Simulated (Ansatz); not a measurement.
Relaxation of a periodic cell of 40 atoms, H$_{4}$C (contents 8 CH4, density as packed 0.47 g/cm³ with natural masses), to a largest force component of 0.3 eV/Å in at most 15 steps.

All numbers below come from DFT PBE, scalar-relativistic, plane waves, PAW (Ansatz 0.2.0). Settings: accuracy low, cutoff 420 eV, k mesh 1x1x1, fermi-dirac smearing 0.02 eV, no spin polarisation.

```xyz
40
Lattice="7.6835 0.0000 0.0000 0.0000 7.6835 0.0000 0.0000 0.0000 7.6835" Properties=species:S:1:pos:R:3
C 1.737 1.394 2.685
H 2.731 1.821 2.553
H 1.522 1.296 3.749
H 1.699 0.411 2.215
H 0.998 2.047 2.223
C 1.318 0.058 5.427
H 0.834 0.174 6.397
H 1.718 -0.952 5.340
H 2.130 0.779 5.338
H 0.590 0.230 4.635
C 6.509 4.708 0.384
H 6.262 5.340 1.237
H 5.669 4.048 0.167
H 7.390 4.111 0.617
H 6.713 5.333 -0.484
C 5.130 2.866 2.246
H 4.572 3.636 1.714
H 5.603 3.301 3.126
H 5.896 2.454 1.589
H 4.451 2.072 2.553
C 2.410 5.753 1.574
H 3.469 5.951 1.414
H 2.155 5.957 2.614
H 2.197 4.708 1.347
H 1.818 6.394 0.923
C 6.930 5.505 3.447
H 7.658 5.349 2.651
H 7.070 6.496 3.878
H 7.069 4.749 4.220
H 5.923 5.426 3.038
C 2.177 3.770 4.637
H 1.808 3.222 3.770
H 1.359 4.332 5.086
H 2.962 4.457 4.325
H 2.578 3.066 5.366
C 4.357 0.330 4.167
H 4.556 1.394 4.044
H 4.139 0.121 5.214
H 5.230 -0.242 3.856
H 3.500 0.048 3.555
```

Question: Where does it end, and by what steps?

Answer: The forces met the threshold. The threshold is loose, so the end isn't yet a minimum. The force dipped under the threshold on the way, but the program's further checks kept it going. Limits of this set-up: coarse k mesh, low accuracy level. After 7 steps the energy has fallen by 1.755 eV; H9 moved furthest, 1.04 Å.

```
step  energy less start (eV)  largest force component (eV/Å)  accepted
   0                  0.0000                           0.696       yes
   1                 -0.7227                           0.212       yes
   2                 -1.1141                           0.303       yes
   3                 -1.3802                           0.224       yes
   4                 -1.5386                           0.573       yes
   5                 -1.6774                           0.246       yes
   6                 -1.6774                           0.246       yes
   7                 -1.7553                           0.214       yes
```

```xyz
40
Lattice="7.6835 0.0000 0.0000 0.0000 7.6835 0.0000 0.0000 0.0000 7.6835" Properties=species:S:1:pos:R:3
C 1.232 1.428 2.286
H 2.186 1.644 1.789
H 1.376 1.414 3.366
H 0.861 0.449 1.955
H 0.506 2.205 2.026
C 0.873 0.280 6.157
H 0.369 0.170 7.123
H 1.304 -0.680 5.858
H 1.671 1.028 6.240
H 0.143 0.609 5.407
C 6.500 4.840 -0.354
H 6.117 5.351 0.533
H 5.711 4.216 -0.785
H 7.348 4.210 -0.073
H 6.823 5.582 -1.090
C 5.129 2.535 1.973
H 4.421 3.294 1.617
H 5.596 2.881 2.899
H 5.901 2.381 1.209
H 4.604 1.594 2.167
C 2.718 5.688 1.262
H 3.775 5.918 1.096
H 2.464 5.873 2.310
H 2.532 4.637 1.020
H 2.105 6.323 0.616
C 7.090 5.385 3.458
H 7.732 5.050 2.639
H 7.457 6.343 3.841
H 7.114 4.646 4.264
H 6.063 5.500 3.094
C 2.623 3.982 5.064
H 2.338 3.499 4.124
H 1.732 4.408 5.540
H 3.343 4.783 4.859
H 3.076 3.245 5.733
C 4.402 0.241 4.725
H 4.501 1.322 4.848
H 4.261 -0.236 5.700
H 5.305 -0.153 4.255
H 3.537 0.029 4.089
```

Time of the run: 21 s on 1 thread of Arm Neoverse V1, on a shared host, peak memory 0.41 GiB.
